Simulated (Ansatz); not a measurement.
C₂H₈Al₂F₂ (`[CH3][Al@H-]1[F+][Al@H-]([CH3])[F+]1`) from Hartree–Fock to CCSD(T)

```xyz
14

C     1.636   -2.087   -1.098
Al    1.202   -0.250   -0.672
F     0.557   -0.109    1.037
Al   -1.202    0.250    0.672
C    -1.636    2.087    1.098
F    -0.557    0.109   -1.037
H     2.581   -2.391   -0.636
H     0.864   -2.781   -0.754
H     1.751   -2.229   -2.177
H     2.050    1.041   -0.991
H    -2.049   -1.041    0.992
H    -2.579    2.392    0.632
H    -1.756    2.229    2.177
H    -0.862    2.780    0.758
```

The species carries charge 0 and has multiplicity 1. All single points use the PBE0-D4/def2-TZVP geometry. Frozen core, restricted reference, Ansatz 0.2.0. CBS rows extrapolate triple and quadruple zeta; past MP2 they add the triple-zeta difference.

```csv
basis,HF (Eh),MP2 corr.
def2-SVP,-762.96307,-0.80343
def2-TZVPP,-763.46885,-1.03278
def2-QZVPP,-763.49861,-1.11747
```

Question: Estimate the CCSD correlation energy and the (T) correction in each basis where they were run (hartree).

Answer: 
| basis | CCSD corr. | (T) |
| --- | --- | --- |
| def2-SVP | -0.86062 | -0.01681 |
| def2-TZVPP | -1.08168 | -0.03332 |
| CBS(def2) | -1.22911 | as TZ |
